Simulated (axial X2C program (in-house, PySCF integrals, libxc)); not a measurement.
# Potential curves of SbBr, spin-free

Computed with an axial X2C code built on PySCF integrals. Spin-free means the one-electron spin-free X2C Hamiltonian. Basis: Sb dyall-cv3z [11s12p8d4f1g], Br dyall-cv3z [8s9p6d4f1g] (cores contracted in-house); Gaussian nuclei, density fitting, unrestricted open shells. Masses: Sb 120.904 u, Br 78.918 u.

State: M_S = 1, Λ = 0 (beyond evenly filled blocks: π+α, π-α). Energies in eV from the fragments at the same level (Sb + Br). Fits are polynomials in 1 − R0/R over 0.85 to 1.23 times the lowest point R0.

| R (Å) | CCSD(T) |
| --- | --- |
| 2.2732 | -2.0184 |
| 2.3481 | -2.2806 |
| 2.4231 | -2.4211 |
| 2.4980 | -2.4698 |
| 2.5854 | -2.4417 |
| 2.6729 | -2.3483 |
| 2.7853 | -2.1653 |

Correlated methods: 12 electrons correlated (number of frozen shells: Sb 4 s, 3 p, 2 d; Br 3 s, 2 p, 1 d), 272 virtual spin orbitals or spinors in MP2, 89 natural virtuals in coupled cluster.

The state is one determinant whose occupation by symmetry is held fixed; it was picked as the lowest of a PBE0 search that is not exhaustive. De is counted from the lowest determinant-based energies of the atoms at the same level, without counterpoise correction. CCSD and (T) use frozen natural virtuals with an MP2 correction for the truncation; (T) itself is uncorrected, so its De runs slightly low. PBE0 can misorder states that lie within some tenths of an eV, so this need not be the ground state of the molecule. The nearest other spin-free determinant of the search, M_S = 0, Λ = 2, lies 0.79 eV up at the distance of the search. With the outer-core shells frozen, correlated bond lengths of heavy atoms tend to come out a few hundredths of an ångström too long. Spin-free De lacks the spin–orbit lowering of the heavy p-block atom, a tenth of an eV or more for 4p and 5p, up to an eV for 6p and one to two eV for 7p atoms, less what an open-shell molecule gains itself. Coupled cluster ran on the points near the minimum only. MP2 and coupled cluster on one determinant become unreliable at the stretched end.

Q: Fit the CCSD(T) curve near its minimum: give the equilibrium distance, the harmonic wavenumber and the well depth.

A: At CCSD(T), spin-free: Re = 2.511 Å, ωe ≈ 256 cm⁻¹, De = 2.47 eV to Sb + Br; Be follows as 0.056 cm⁻¹.
